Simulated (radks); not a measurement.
Values are calculated unless marked as measured or tabulated.
Task: Radial electron density D(r) = 4 pi r^2 rho(r) of an atom or ion with 8 electrons. Code: a radial shooting solver on a logarithmic mesh with Libxc functionals. Model: Dirac Kohn-Sham, relativistic LDA (MacDonald-Vosko exchange, VWN5 correlation), spin-unpolarised, spherical densities, finite nucleus; Fermi nuclear charge, rms radius of each element as measured or else 0.836 A^(1/3) + 0.57 fm.

```
   r/bohr * D(r) (the largest magnitude, 62.6, reaches the edge; | marks zero)
 0.001106 | *
  0.00134 | *
 0.001624 |  *
 0.001967 |   *
 0.002365 |     *
 0.002865 |       *
 0.003472 |          *
 0.004207 |             *
 0.005097 |                  *
 0.006176 |                       *
 0.007483 |                             *
 0.009067 |                                    *
   0.0109 |                                          *
  0.01321 |                                                *
    0.016 |                                                    *
  0.01939 |                                                      *
  0.02349 |                                                    *
  0.02846 |                                                *
  0.03449 |                                          *
  0.04179 |                                      *
  0.05023 |                                     *
  0.06086 |                                       *
  0.07375 |                                            *
  0.08936 |                                              *
   0.1083 |                                           *
   0.1312 |                                *
    0.159 |                   *
   0.1926 |        *
   0.2315 |  *
   0.2805 |*
   0.3399 *
   0.4118 *
```

What is the nuclear charge?

Result: Z = 50. The innermost maximum, from 1s, lies near gamma/Z bohr with gamma = sqrt(1 - (Z/c)^2) = 0.931, here 0.0186 bohr (found: 0.0195), and its height grows with Z. The density is that of the tin ion Sn42+ in [He] 2s2 2p4; the configuration itself is not fixed sharply by these data, and Z only to a few units. D(r) has 2 maxima, at r = 0.0195, 0.0886 bohr, and minima at 0.0486 bohr, inside which lie 2.25 electrons.
